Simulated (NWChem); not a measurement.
Molecule: SiHCl₂F; SMILES F[SiH](Cl)Cl

Results from NWChem. Coordinates come from a PBE0/def2-SVP optimisation. Level M06-2X/def2-SVP: energy and gradient on several grids; changes count from the extra-fine grid, which is no exact limit either.

### Question
Which is the coarsest grid (xcoarse; medium; coarse; xfine; fine) from which on the energy stays within 500 μHa and each gradient component within 500 μHa/bohr of xfine?

### Answer
medium.
```csv
grid,size of the energy change (μHa),largest change of a gradient component (μHa/bohr)
xcoarse,9000,3000
coarse,40,800
medium,< 10,300
fine,< 10,< 30
xfine,< 10,< 30
```
